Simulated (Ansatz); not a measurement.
`N#C[SiH2]CF` + CH₃SH → `CSCF` + `N#C[SiH3]` at 400 K and 1 bar (substitution at a C–Si bond).

Isolated molecules relaxed with PBE0-D4/def2-TZVP in Ansatz; ΔE leaves out vibrations. CBS: MP2 limit from def2 TZ/QZ plus the TZ coupled-cluster correction, frozen cores. This one scheme is used for every species. One conformer a species, not always the lowest.

```tsv
species	CCSD(T)/CBS energy (Eh)	H − E (kJ/mol)	S (J/(mol·K))
`N#C[SiH2]CF`	-522.05904	175.7	367.4
CH₃SH	-438.22835	138.7	269.4
`CSCF`	-576.66859	206.5	334.6
`N#C[SiH3]`	-383.61554	107.3	285.5
```

H − E and S are ideal-gas, rigid-rotor, harmonic terms from PBE0-D4/def2-TZVP, for one conformer and one mirror image of each species. 1 Eh = 2625.50 kJ/mol, R = 8.31446 J/(mol·K).

**Question.** By hand: ΔE, ΔH, ΔS and ΔG.

**Answer.** ΔE = (-576.66859) + (-383.61554) − (-522.05904) − (-438.22835) = 0.00326 Eh = 8.6 kJ/mol. Δ(H − E) = 206.5 + 107.3 − 175.7 − 138.7 = -0.6, so ΔH = 8.0 kJ/mol. ΔS = 334.6 + 285.5 − 367.4 − 269.4 = -16.7 J/(mol·K). ΔG = 8.0 − 400 × (-16.7)/1000 = 14.7 kJ/mol.

**Question.** By hand: the equilibrium constant, and the temperature at which ΔG would vanish if ΔH and ΔS stayed fixed.

**Answer.** log₁₀ K = −ΔG/(RT ln 10) = -1.9. ΔH and −TΔS have one sign here, so there is no such temperature.

TΔS isn't small against ΔH here. A doubt of 5 kJ/mol in ΔE shifts log₁₀ K by 0.7 here. Other conformers and mirror images would add mixing entropy, several J/(mol·K) or more a flexible species. These are equilibria of isolated gas molecules and say nothing of rates. Largest T1 diagnostic: 0.013 (customary marks: 0.02 for closed shells, 0.045 for open ones).
